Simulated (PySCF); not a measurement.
`CC=C=C=C=C(C)B(C)C`. Method used: PySCF, PBE0-D3(BJ)/def2-SVP geometry optimisation, gas phase.

```
atom  x, y, z in Å
C1     4.8112    0.5577    0.5715
C2     3.8555   -0.5954    0.5620
C3     2.5939   -0.5345    0.1885
C4     1.3636   -0.4681   -0.1758
C5     0.1361   -0.4077   -0.5353
C6    -1.1454   -0.3365   -0.8777
C7    -1.5697   -0.5706   -2.3074
B8    -2.1896   -0.0146    0.2537
C9    -3.7122    0.0673   -0.1473
C10   -1.7507    0.2211    1.7425
H11    5.6713    0.3553   -0.0884
H12    4.3277    1.4854    0.2374
H13    5.2157    0.7193    1.5844
H14    4.2394   -1.5707    0.8937
H15   -0.7138   -0.7426   -2.9744
H16   -2.1400    0.2917   -2.6892
H17   -2.2398   -1.4434   -2.3745
H18   -4.0309   -0.8189   -0.7225
H19   -3.8566    0.9227   -0.8336
H20   -4.3965    0.2002    0.7030
H21   -2.2063    1.1477    2.1328
H22   -2.1818   -0.5895    2.3595
H23   -0.6667    0.2483    1.9197
```

Which two atoms are farthest apart?

H11···H20, 10.10 Å; the next longest distance is 9.79 Å.

Give the dihedral angles B8–C6–C7–H16, C5–C6–B8–C10, H11–C1–C2–H14, H13–C1–C2–H14, C10–B8–C9–H18, C5–C6–C7–H17.

B8–C6–C7–H16 56° (synclinal); C5–C6–B8–C10 0° (synperiplanar); H11–C1–C2–H14 60° (synclinal); H13–C1–C2–H14 -58° (synclinal); C10–B8–C9–H18 -129° (anticlinal); C5–C6–C7–H17 118° (anticlinal). Dihedral signs follow IUPAC: positive where, seen along the central bond, the front bond turns clockwise onto the rear one.

What are the angles C3–C2–H14, C6–C7–H17, C9–B8–C10, B8–C9–H19, H18–C9–H20, B8–C10–H23, B8–C10–H22, H21–C10–H22?

From the scalar product of the two bond vectors; for C3–C2–H14 it is -0.6676 Å² over 1.3171 × 1.0994 Å², cos θ = -0.4611. C3–C2–H14 117.5°; C6–C7–H17 110.6°; C9–B8–C10 120.2°; B8–C9–H19 108.9°; H18–C9–H20 108.7°; B8–C10–H23 115.6°; B8–C10–H22 108.1°; H21–C10–H22 104.9°.

What is the repulsion energy of the bare nuclei, Σ ZA·ZB/RAB?

423.26 Eh over 253 pairs, with full nuclear charges and distances in bohr; the largest single term is 14.88 Eh (C4 with C5).

Write the matrix of distances between heavy atoms (Å, lower triangle).

```
C1    0.000
C2    1.498  0.000
C3    2.501  1.317  0.000
C4    3.674  2.602  1.285  0.000
C5    4.900  3.882  2.565  1.280  0.000
C6    6.195  5.210  3.893  2.609  1.328  0.000
C7    7.091  6.137  4.855  3.627  2.465  1.510  0.000
B8    7.031  6.081  4.812  3.608  2.487  1.573  2.693  0.000
C9    8.568  7.630  6.344  5.104  3.897  2.699  3.109  1.577  0.000
C10   6.674  5.787  4.676  3.722  3.024  2.746  4.131  1.570  2.728  0.000
```

Not checked by PBE0-D3(BJ)/def2-SVP frequencies.
